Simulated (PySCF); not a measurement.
Species: C5H12NO (doublet state).
Bonds: C1–N2, N2–O3, N2–C4, C4–C5, C4–C6, C4–C7. Hydrogens: H8, H9, H10 on C1; H11, H12, H13 on C5; H14, H15, H16 on C6; H17, H18, H19 on C7.

Structure optimised with GFN2-xTB, isolated species. This method treats the open shell by occupation alone, without spin polarisation.

Q: Give the optimised bond lengths and angles.

A: 
```csv
bond,length (Å),order
C1–N2,1.439,single
N2–O3,1.278,single
N2–C4,1.463,single
"C4–C5, C4–C7",1.529,single
C4–C6,1.538,single
"C1–H8, C1–H9, C1–H10",1.091,single
C5–H11 and 8 like bonds,1.087,single
```

Bonds in one row agree within 0.01 Å and their mean is given. Orders are formal, as drawn. A selection of angles:
```csv
angle,degrees
N2–C1–H8,107.4
N2–C1–H9,110.8
H8–C1–H9,109.3
C1–N2–O3,118.3
C1–N2–C4,120.8
O3–N2–C4,119.0
N2–C4–C5,107.7
N2–C4–C7,110.8
C5–C4–C6,109.7
C4–C5–H11,109.5
H11–C5–H12,109.3
H11–C5–H13,108.3
C4–C6–H15,110.8
```

Torsions: C1–N2–C4–C5 -155° (antiperiplanar). The mirror-image conformer, all signs reversed, is as good.

The C–N distances run from 1.439 Å (C1–N2, drawn single) to 1.463 Å (N2–C4, drawn single), a spread of 0.024 Å. N2 (nitrogen bonded to 2 C and O) is almost planar (angles 120.8°, 119.0° and 118.3°, sum 358.0°, 0.11 Å off the plane of its three neighbours). Of the pairs four or more bonds apart, O3···H11 is among the closest relative to their van der Waals radii: 2.38 Å, 87 % of the sum of Bondi's values.

Point group: C1 (no symmetry element, even within 0.4 Å). GFN2-xTB frequencies: not computed here.
